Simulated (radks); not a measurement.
Isoelectronic series with 1 electrons, each ion in its NIST ground configuration. All-electron calculation, scalar-relativistic Kohn-Sham, r2SCAN, spin-polarised, spherical densities, finite nucleus; open shells are filled with parallel spins first; meta-GGA in the generalised Kohn-Sham scheme; Fermi nuclear charge, rms radius of each element as measured or else 0.836 A^(1/3) + 0.57 fm. Program: a radial shooting solver on a logarithmic mesh with Libxc functionals. Total energies (hartree) and orbital eigenvalues (eV):

ion    configuration  E (hartree)      1s up
H                1s1     -0.50018    -8.0259
He+              1s1     -2.00027   -43.2150
Li2+             1s1     -4.50072  -105.6254
Be3+             1s1     -8.00191  -195.2660
B4+              1s1    -12.50441  -312.1511
C5+              1s1    -18.00894  -456.2999
N6+              1s1    -24.51640  -627.7357
O7+              1s1    -32.02784  -826.4864
F8+              1s1    -40.54445  -1052.584
Ne9+             1s1    -50.06762  -1306.066
Mg11+            1s1    -72.13997  -1895.352
Al12+            1s1    -84.69273  -2231.251
Si13+            1s1    -98.25920  -2594.727
